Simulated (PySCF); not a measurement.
**GaAs⁺: frontier orbitals**

B97-3 at R = 2.718 Å; PySCF, no relativity, basis sets Ga def2-TZVPPD, As def2-TZVPPD. State: ⁴Σ⁻ (quartet), unpaired electrons σ ↑, π ↑↑. Only the outer orbitals are listed, counted within each symmetry.

```json
{"spin": "α", "orbital": "13σ", "occ.": "1", "ε (eV)": "-22.77", "on Ga (%)": "2", "main shells (%)": "97 As s"}
{"spin": "α", "orbital": "14σ", "occ.": "1", "ε (eV)": "-16.48", "on Ga (%)": "75", "main shells (%)": "74 Ga s, 19 As p"}
{"spin": "α", "orbital": "7π", "occ.": "1", "ε (eV)": "-12.65", "on Ga (%)": "4", "main shells (%)": "95 As p"}
{"spin": "α", "orbital": "7π", "occ.": "1", "ε (eV)": "-12.65", "on Ga (%)": "4", "main shells (%)": "95 As p"}
{"spin": "α", "orbital": "15σ", "occ.": "1", "ε (eV)": "-12.56", "on Ga (%)": "39", "main shells (%)": "62 As p, 20 Ga s, 19 Ga p"}
{"spin": "α", "orbital": "8π", "occ.": "0", "ε (eV)": "-7.13", "on Ga (%)": "93", "main shells (%)": "93 Ga p"}
{"spin": "α", "orbital": "8π", "occ.": "0", "ε (eV)": "-7.13", "on Ga (%)": "93", "main shells (%)": "93 Ga p"}
{"spin": "α", "orbital": "16σ", "occ.": "0", "ε (eV)": "-5.38", "on Ga (%)": "70", "main shells (%)": "60 Ga p, 16 As p, 8 As d"}
{"spin": "β", "orbital": "13σ", "occ.": "1", "ε (eV)": "-19.83", "on Ga (%)": "13", "main shells (%)": "86 As s, 9 Ga s"}
{"spin": "β", "orbital": "14σ", "occ.": "1", "ε (eV)": "-15.51", "on Ga (%)": "81", "main shells (%)": "81 Ga s, 10 As s"}
{"spin": "β", "orbital": "15σ", "occ.": "0", "ε (eV)": "-9.25", "on Ga (%)": "39", "main shells (%)": "60 As p, 31 Ga p, 8 Ga s"}
{"spin": "β", "orbital": "7π", "occ.": "0", "ε (eV)": "-8.87", "on Ga (%)": "24", "main shells (%)": "74 As p, 22 Ga p"}
{"spin": "β", "orbital": "7π", "occ.": "0", "ε (eV)": "-8.87", "on Ga (%)": "24", "main shells (%)": "74 As p, 22 Ga p"}
```

Which are the highest filled and the lowest empty level, where do they sit, and how wide is the gap?

Highest filled α 15σ at -12.56 eV (in %: 62 As p, 20 Ga s, 19 Ga p); lowest empty β 15σ at -9.25 eV (in %: 60 As p, 31 Ga p, 8 Ga s); the gap at B97-3 is 3.31 eV.

```json
{
  "bond order (Mayer)": "0.66",
  "⟨S²⟩": "3.756",
  "charge on Ga (Mulliken, basis-dependent)": "0.82",
  "charge on Ga (Löwdin, basis-dependent)": "0.57",
  "dipole moment (positive dipole points towards As; it is taken about the centre of mass and depends on that origin)": "-2.60 D"
}
```

Spin–orbit coupling is left out. The state was picked by a PBE0 search and need not be the measured ground state.
